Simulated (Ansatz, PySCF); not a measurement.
Molecule: S2O2 (charge 0, singlet). 
Coordinates optimised at B3LYP-D3(BJ)/def2-TZVP (Ansatz, a quantum-chemistry and plane-wave program):
```xyz
4

S      0.0028    -0.0036    -0.3852
S     -0.0108     0.0139     1.4960
O      1.1957     0.3377    -1.1053
O     -1.1796    -0.3584    -1.1161
```
Charge 0, spin multiplicity 1.

Total electronic energies in hartree. Correlated levels leave the core frozen unless marked. Spin-orbit coupling is left out. Non-relativistic. Basis-set limits of correlation are two-point, X^-3; Hartree-Fock from the larger set. The bracket is a focal-point correction in the basis named. The program attaches cautions to a run behind CCSD/STO-3G: large difference. The program attaches cautions to a run behind CCSD(T)/STO-3G: large difference.

```tsv
level	program	energy (Eh)
HF/6-31G*	Ansatz	-944.62309
HF-D4/def2-TZVPD	PySCF + dftd4	-944.82278
SVWN5/def2-TZVPD	PySCF	-943.14365
BLYP/def2-TZVPD	Ansatz	-946.88706
B3LYP-D4/def2-TZVPD	Ansatz + dftd4	-946.92250
PBE0/6-31G*	Ansatz	-946.27550
r2SCAN0-D4/def2-TZVPD	Ansatz + dftd4	-946.72760
HSE06-D3(BJ)/def2-TZVPD	Ansatz + dftd3	-946.43904
HSE06/def2-TZVPD	Ansatz	-946.43651
CAM-B3LYP-D3(BJ)/def2-TZVPD	Ansatz + dftd3	-946.86027
CAM-B3LYP-D4/def2-TZVPD	Ansatz + dftd4	-946.86070
B2GP-PLYP-D4/def2-TZVPD	Ansatz + dftd4	-946.43138
RI-MP2/cc-pV(Q+d)Z	Ansatz	-945.73919
CCSD/STO-3G	Ansatz	-933.85285
CCSD/6-31G	Ansatz	-944.67386
CCSD/cc-pV(D+d)Z	Ansatz	-945.36107
CCSD/cc-pVTZ	Ansatz	-945.62498
CCSD(T)/STO-3G	Ansatz	-933.87533
CCSD(T)/cc-pV(D+d)Z	Ansatz	-945.38900
CCSD(T)/cc-pVTZ	Ansatz	-945.67065
RI-MP2/CBS(cc-pV(T+d)Z,cc-pV(Q+d)Z)+[CCSD(T)-MP2]/cc-pV(D+d)Z	Ansatz	-945.8209
RI-MP2/CBS(aug-cc-pV(T+d)Z,aug-cc-pV(Q+d)Z)+[CCSD(T)-MP2]/aug-cc-pV(T+d)Z	Ansatz	-945.8380
RI-MP2/CBS(cc-pV(T+d)Z,cc-pV(Q+d)Z)+[CCSD(T)-MP2]/cc-pV(T+d)Z	Ansatz	-945.8342
```

Totals of different functionals don't rank their quality; only differences between species are comparable.
